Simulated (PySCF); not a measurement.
PySCF input for Zn(OH) (HOZn), SMILES [OH][Zn+], charge +1, TDA-PBE/def2-TZVPD. Geometry optimised at B3LYP-D3(BJ)/def2-TZVP. The multiplicity is an assumed one; other spin states were not compared. The isomer is the one that the SMILES or the coordinates give; other isomers of the formula were not compared.

```python
import numpy as np
from pyscf import gto, scf, dft, tdscf

mol = gto.M(
    atom='''
    Zn   -0.00633843    0.41931894    0.00000000
    O     0.11702322   -1.34768712    0.00000000
    H    -0.74603277   -1.79807140    0.00000000
    ''',
    basis='def2-TZVPD',
    charge=1,
    spin=0,
    symmetry=True,
    max_memory=1600,
    verbose=4,
)
mf = dft.RKS(mol, xc='pbe').density_fit(auxbasis='def2-universal-jkfit')
mf.grids.level = 3
mf.conv_tol = 1e-9
mf.max_cycle = 100
mf.kernel()
mf.grids = dft.Grids(mol).set(level=1).build(with_non0tab=True)  # coarser grid for the response kernel
td = tdscf.TDA(mf)
td.singlet = True
td.nstates = 10
td.conv_tol = 1e-4
td.positive_eig_threshold = 1e-6
td.kernel(x0=td.get_init_guess(mf, 15))
td.analyze()
tt = tdscf.TDA(mf)
tt.singlet = False
tt.nstates = 4
tt.conv_tol = 1e-4
tt.positive_eig_threshold = 1e-6
tt.kernel(x0=tt.get_init_guess(mf, 9))
tt.analyze(verbose=3)
```

It prints:

```
PySCF version 2.14.0

[INPUT] verbose = 4
[INPUT] num. atoms = 3
[INPUT] num. electrons = 38
[INPUT] charge = 1
[INPUT] spin (= nelec alpha-beta = 2S) = 0
[INPUT] symmetry True subgroup None
[INPUT] Mole.unit = angstrom
[INPUT] Symbol           X                Y                Z      unit          X                Y                Z       unit  Magmom
[INPUT]  1 Zn    -0.006338430000   0.419318940000   0.000000000000 AA   -0.011977896760   0.792397955443   0.000000000000 Bohr   0.0
[INPUT]  2 O      0.117023220000  -1.347687120000   0.000000000000 AA    0.221141836015  -2.546759558404   0.000000000000 Bohr   0.0
[INPUT]  3 H     -0.746032770000  -1.798071400000   0.000000000000 AA   -1.409797615251  -3.397862498413   0.000000000000 Bohr   0.0

nuclear repulsion = 82.8400739577784
point group symmetry = Cs
symmetry origin: [ 4.36090644e-09 -7.75272259e-09  0.00000000e+00]
symmetry axis x: [1.00000000e+00 7.12788583e-10 0.00000000e+00]
symmetry axis y: [-7.12788583e-10  1.00000000e+00  0.00000000e+00]
symmetry axis z: [0. 0. 1.]
num. orbitals of irrep A' = 68
num. orbitals of irrep A" = 32
number of shells = 36
number of NR pGTOs = 164
number of NR cGTOs = 100
basis = def2-TZVPD
ecp = {}


[settings echo left out]
init E= -1854.55035339478
HOMO (A') = -0.275471529706882  LUMO (A') = -0.158079143080222  gap/eV = 3.19441
cycle= 1 E= -1854.18517835956  delta_E= 0.365  |g|= 1.71  |ddm|= 1.82
HOMO (A") = -0.36786470346312  LUMO (A') = -0.360142755960233  gap/eV = 0.21012
cycle= 2 E= -1848.4141624661  delta_E= 5.77  |g|= 4.94  |ddm|= 4.86
HOMO (A") = -0.66406531155863  LUMO (A') = -0.433288048227041  gap/eV = 6.27977
cycle= 3 E= -1854.35141061344  delta_E= -5.94  |g|= 1.13  |ddm|= 4.67
HOMO (A") = -0.476310686369041  LUMO (A') = -0.422426891528808  gap/eV = 1.46625
cycle= 4 E= -1854.51758742226  delta_E= -0.166  |g|= 0.544  |ddm|= 1.32
HOMO (A") = -0.488948270090265  LUMO (A') = -0.445551434069209  gap/eV = 1.18089
cycle= 5 E= -1854.56521923317  delta_E= -0.0476  |g|= 0.143  |ddm|= 0.245
HOMO (A") = -0.498325325656368  LUMO (A') = -0.439471366876973  gap/eV = 1.60150
cycle= 6 E= -1854.57072938272  delta_E= -0.00551  |g|= 0.0283  |ddm|= 0.259
HOMO (A") = -0.497369780163507  LUMO (A') = -0.441358477391326  gap/eV = 1.52415
cycle= 7 E= -1854.57097238756  delta_E= -0.000243  |g|= 0.00745  |ddm|= 0.0559
HOMO (A") = -0.497714446083237  LUMO (A') = -0.441355523496703  gap/eV = 1.53360
cycle= 8 E= -1854.57098456461  delta_E= -1.22e-05  |g|= 0.000936  |ddm|= 0.00998
HOMO (A") = -0.497644007763681  LUMO (A') = -0.441410582994337  gap/eV = 1.53019
cycle= 9 E= -1854.57098480097  delta_E= -2.36e-07  |g|= 0.000246  |ddm|= 0.00165
HOMO (A") = -0.497650314378359  LUMO (A') = -0.441402222635354  gap/eV = 1.53059
cycle= 10 E= -1854.57098481394  delta_E= -1.3e-08  |g|= 4.54e-05  |ddm|= 0.000309
HOMO (A") = -0.49765087484976  LUMO (A') = -0.44140192179912  gap/eV = 1.53061
cycle= 11 E= -1854.57098481421  delta_E= -2.74e-10  |g|= 8.21e-06  |ddm|= 2.6e-05
HOMO (A") = -0.497648127855898  LUMO (A') = -0.44140189981573  gap/eV = 1.53054
Extra cycle  E= -1854.570984814  delta_E= 2.14e-10  |g|= 3.31e-05  |ddm|= 4.41e-05
converged SCF energy = -1854.570984814
tot grids = 15096
Overwritten attributes  positive_eig_threshold  of <class 'pyscf.tdscf.rks.TDA'>


******** <class 'pyscf.tdscf.rks.TDA'> for <class 'pyscf.df.df_jk.DFSymAdaptedRKS'> ********
nstates = 10 singlet
deg_eia_thresh = 1.000e-03
wfnsym = None
conv_tol = 0.0001
eigh lindep = 1e-12
eigh level_shift = 0
eigh max_cycle = 100


Excitation energies (eV)
[1.74933708 4.26756564 5.9083449  6.28605242 7.26118941 8.08784802
 8.20937312 8.21054493 8.30095461 8.31353136]

** Singlet excitation energies and oscillator strengths **
Excited State   1:   A"      1.74934 eV    708.75 nm  f=0.0039
      19 -> 20        0.70666
Excited State   2:   A'      4.26757 eV    290.53 nm  f=0.1116
      17 -> 20        0.20572
      18 -> 20       -0.62986
      19 -> 22        0.19374
Excited State   3:   A'      5.90834 eV    209.85 nm  f=0.0317
      17 -> 20       -0.63718
      18 -> 20       -0.10738
      19 -> 22        0.27747
Excited State   4:   A"      6.28605 eV    197.24 nm  f=0.0002
      19 -> 21       -0.70685
Excited State   5:   A'      7.26119 eV    170.75 nm  f=0.1125
      12 -> 20        0.13964
      13 -> 20       -0.10864
      17 -> 20        0.17615
      18 -> 20        0.13257
      18 -> 21        0.33938
      19 -> 22        0.53745
Excited State   6:   A"      8.08785 eV    153.30 nm  f=0.0544
      14 -> 20       -0.30327
      18 -> 22        0.61206
      19 -> 23       -0.15291
Excited State   7:   A'      8.20937 eV    151.03 nm  f=0.0017
      15 -> 20        0.70334
Excited State   8:   A"      8.21054 eV    151.01 nm  f=0.0002
      16 -> 20        0.70126
Excited State   9:   A'      8.30095 eV    149.36 nm  f=0.1480
      12 -> 20       -0.28834
      13 -> 20        0.19874
      18 -> 21        0.55445
      19 -> 22       -0.17670
Excited State  10:   A"      8.31353 eV    149.14 nm  f=0.0221
      14 -> 20       -0.62768
      18 -> 22       -0.26980
      19 -> 23        0.16411

** Transition electric dipole moments (AU) **
state          X           Y           Z        Dip. S.      Osc.
  1         0.0000      0.0000      0.3019      0.0912      0.0039
  2         0.1587     -1.0208     -0.0000      1.0672      0.1116
  3        -0.1729     -0.4345     -0.0000      0.2187      0.0317
  4        -0.0000      0.0000      0.0372      0.0014      0.0002
  5         0.3566      0.7106     -0.0000      0.6321      0.1125
  6         0.0000     -0.0000      0.5241      0.2747      0.0544
  7        -0.0788      0.0497      0.0000      0.0087      0.0017
  8         0.0000      0.0000     -0.0329      0.0011      0.0002
  9         0.6749     -0.5220     -0.0000      0.7279      0.1480
 10        -0.0000      0.0000     -0.3292      0.1084      0.0221

** Transition velocity dipole moments (imaginary part, AU) **
state          X           Y           Z        Dip. S.      Osc.
  1         0.0000      0.0000     -0.0049      0.0000      0.0002
  2        -0.0133      0.0595      0.0000      0.0037      0.0158
  3        -0.0206     -0.0151      0.0000      0.0007      0.0020
  4        -0.0000      0.0000     -0.0009      0.0000      0.0000
  5         0.0539      0.0534     -0.0000      0.0058      0.0144
  6         0.0000     -0.0000      0.0500      0.0025      0.0056
  7        -0.0090      0.0045      0.0000      0.0001      0.0002
  8        -0.0000     -0.0000     -0.0030      0.0000      0.0000
  9         0.0754     -0.0524      0.0000      0.0084      0.0184
 10        -0.0000      0.0000     -0.0380      0.0014      0.0032

** Transition magnetic dipole moments (imaginary part, AU) **
state          X           Y           Z
  1        -0.1889     -0.2045     -0.0000
  2        -0.0000     -0.0000      0.1510
  3        -0.0000     -0.0000     -0.2349
  4        -0.0564      0.1061      0.0000
  5         0.0000     -0.0000      0.0324
  6        -0.1202      0.0416     -0.0000
  7         0.0000      0.0000     -0.0242
  8        -0.0003     -0.0016     -0.0000
  9        -0.0000      0.0000      0.1256
 10        -0.0976     -0.0508      0.0000


******** <class 'pyscf.tdscf.rks.TDA'> for <class 'pyscf.df.df_jk.DFSymAdaptedRKS'> ********
nstates = 4 triplet
deg_eia_thresh = 1.000e-03
wfnsym = None
conv_tol = 0.0001
eigh lindep = 1e-12
eigh level_shift = 0
eigh max_cycle = 100


Excitation energies (eV)
[1.23948058 2.21660347 5.15050499 6.18054997]

** Triplet excitation energies and oscillator strengths **
Excited State   1:   A"      1.23948 eV   1000.29 nm  f=0.0000
Excited State   2:   A'      2.21660 eV    559.34 nm  f=0.0000
Excited State   3:   A'      5.15050 eV    240.72 nm  f=0.0000
Excited State   4:   A"      6.18055 eV    200.60 nm  f=0.0000
```

The run converged.

Cost: around 9 core-seconds (rough).
